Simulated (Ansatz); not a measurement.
Start from `SC1BO1` and change one atom or group to get `CC1BO1`.

Ansatz, PBE0-D4/def2-TZVP geometries, multiplicity 1. Each molecule was computed in one conformer, which needn't be the lowest.

| property | `SC1BO1` |
| --- | --- |
| HOMO–LUMO gap (B3LYP/def2-TZVPP) / eV | 6.01 |
| zero-point energy (PBE0-D4/def2-TZVP) / kJ/mol | 110.2 |
| HOMO–LUMO gap (ωB97M-V/def2-TZVPP) / eV | 10.58 |
| HOMO energy (B3LYP/def2-TZVPP) / eV | -7.06 |
| LUMO energy (PBE/def2-TZVPP) / eV | -1.79 |
| size of the dipole moment (B3LYP/def2-TZVPP) / D | 1.69 |

(1) What does the change do to each property? (Best estimate.)

## Answers

(1) Computed: 
```csv
property,`CC1BO1`,shift
HOMO–LUMO gap (B3LYP/def2-TZVPP) / eV,6.98,0.97
zero-point energy (PBE0-D4/def2-TZVP) / kJ/mol,184.9,74.7
HOMO–LUMO gap (ωB97M-V/def2-TZVPP) / eV,11.61,1.03
HOMO energy (B3LYP/def2-TZVPP) / eV,-7.62,-0.56
LUMO energy (PBE/def2-TZVPP) / eV,-1.39,0.40
size of the dipole moment (B3LYP/def2-TZVPP) / D,1.47,-0.22
```

With PBE0 the HOMO falls by 0.54 eV and the LUMO rises by 0.43 eV, so the gap widens by about 0.97 eV. PBE moves the HOMO by -0.41 eV and ωB97M-V by -0.65 eV. The zero-point energy changes by 74.7 kJ/mol with +6 modes. Dipoles are sizes alone; their direction can turn.

B3LYP here is the variant with VWN-RPA as its local correlation; programs differ in this.
